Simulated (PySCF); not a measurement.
These compounds are isomers of formula C₈H₁₁F.

A. SMILES C#C[C@@H]1CCCC[C@@H]1F
B. SMILES CC(C)C#C/C=C\CF
C. `C/C=C1/C(=C/C)C[C@@H]1F`

Spectrum 1. ¹H NMR (500 MHz, computed): δ 4.51 (m, 1H), 3.21 (m, 1H), 2.32 (m, 1H), 1.93 (m, 1H), 1.92 (m, 1H), 1.92 (m, 1H), 1.83 (m, 1H), 1.63 (d, 1H), 1.38 (m, 1H), 1.30 (m, 1H), 1.09 (m, 1H). ¹³C{¹H} NMR (computed): δ 96.2 (CH), 88.9 (C), 80.1 (CH), 36.2 (CH), 33.4 (CH2), 32.3 (CH2), 28.0 (CH2), 24.3 (CH2).

Spectrum 2. ¹H NMR (500 MHz, computed): δ 6.19 (m, 1H), 6.05 (q, 1H), 5.68 (m, 1H), 2.96 (m, 1H), 2.85 (m, 1H), 2.00 (d, 3H), 1.81 (d, 3H). ¹³C{¹H} NMR (computed): δ 147.2 (C), 140.0 (C), 128.9 (CH), 123.7 (CH), 89.0 (CH), 37.2 (CH2), 17.9 (CH3), 17.6 (CH3).

Spectrum 3. ¹H NMR (500 MHz, computed): δ 6.44 (m, 1H), 5.81 (m, 1H), 5.63 (m, 2H), 2.75 (sept, 1H), 1.28 (d, 6H). ¹³C{¹H} NMR (computed): δ 148.6 (CH), 117.2 (CH), 115.4 (C), 85.9 (CH2), 82.6 (C), 25.4 (CH3), 24.4 (CH).

All values are calculated (PySCF 2.14.0 with density-fitted response routines): σ from GIAO-PBE0/pcSseg-1, structure optimised with GFN2-xTB. One conformer, no solvent, averaged over atoms made equivalent by symmetry, fast rotation or ring inversion, non-relativistic.

Chemical shifts δ = σref − σ; TMS for ¹H (σref 31.72) and ¹³C (σref 186.93), all at this level. Splittings of carbon signals by F and P are missing where no couplings were computed. Where no couplings were computed, multiplicities follow the n + 1 count of equivalent neighbours, and m marks all less simple cases (inequivalent or close neighbours, rings, F or P nearby). Shifts are as computed. Against solution values, carbons near 30 ppm lie about +3 ppm off and those near 130 ppm about +5 ppm. Of 1309 compounds with measured shifts, 239 miss one by over three times the rms of a fit or turn the order of signals round; such compounds aren't used in these exercises.

Task: Match each spectrum to its structure.

Result: 1–A, 2–C, 3–B.

- Spectrum 1 (A): 8 ¹³C signals; δC 96.2 is an sp3 CH bonded to F; δC 88.9 is an alkyne carbon.
- Spectrum 2 (C): 8 ¹³C signals; δC 147.2 is a fully substituted alkene carbon; δC 140.0 is a fully substituted alkene carbon.
- Spectrum 3 (B): 7 ¹³C signals; δC 148.6 is an alkene CH; δC 117.2 is an alkene CH.
